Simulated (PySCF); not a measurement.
# Correlation energy of Zr²³⁺ (zirconium, charge +23)

[Ne] 3s2 3p5, 2P determinant. Calculation: PySCF 2.14, in an even-tempered Gaussian basis (17 s from 2.5 bohr⁻², ratio 2.5; 11 p from 3.2 bohr⁻², ratio 2.5; 5 d from 17 bohr⁻², ratio 2.7; 4 f from 25 bohr⁻², ratio 2.7); the non-relativistic Hamiltonian (point nucleus). Frozen: 1s2; 15 electrons correlated; the 18 highest virtual orbitals of each spin left out.

```tsv
level	correlation energy (mhartree)
CCSD	-575.07
(T)	-1.89
CCSD(T)	-576.96
```

Diagnostics: T1 = 0.0010, D1 = 0.0046, largest double amplitude 0.028.

A non-relativistic calculation at this Z misses sizeable relativistic shifts. Spin-orbit coupling, absent here, splits the open shell strongly.

Cost of the coupled-cluster step: of the order of 60 core-seconds, for 15 correlated electrons.

Iterations:

```
CC2 = 0
CCSD nocc = (np.int64(8), np.int64(7)), nmo = (84, 84)
frozen orbitals [[0, 85, 86, 87, 88, 89, 90, 91, 92, 93, 94, 95, 96, 97, 98, 99, 100, 101, 102], [0, 85, 86, 87, 88, 89, 90, 91, 92, 93, 94, 95, 96, 97, 98, 99, 100, 101, 102]]
max_cycle = 100
direct = 0
conv_tol = 1e-08
conv_tol_normt = 1e-06
diis_space = 8
diis_start_cycle = 0
Init t2, MP2 energy = -0.560894759697974
Init E_corr(UCCSD) = -0.560894759698049
cycle = 1  E_corr(UCCSD) = -0.571924793568113  dE = -0.0110300339  norm(t1,t2) = 0.0111706
cycle = 2  E_corr(UCCSD) = -0.57444477215553  dE = -0.00251997859  norm(t1,t2) = 0.00259461
cycle = 3  E_corr(UCCSD) = -0.575077378642644  dE = -0.000632606487  norm(t1,t2) = 0.000675392
cycle = 4  E_corr(UCCSD) = -0.575066653010899  dE = 1.07256317e-05  norm(t1,t2) = 4.26971e-05
cycle = 5  E_corr(UCCSD) = -0.575066020878573  dE = 6.32132326e-07  norm(t1,t2) = 3.34057e-06
cycle = 6  E_corr(UCCSD) = -0.575066235599785  dE = -2.14721211e-07  norm(t1,t2) = 4.35964e-07
cycle = 7  E_corr(UCCSD) = -0.575066231039794  dE = 4.55999039e-09  norm(t1,t2) = 3.29525e-08
UCCSD converged
E(UCCSD) = -3208.875438302533  E_corr = -0.5750662310397943
UCCSD(T) correction = -0.00188526484046623
```

At this charge a non-relativistic calculation is a model, useful for the Z dependence of the correlation energy.
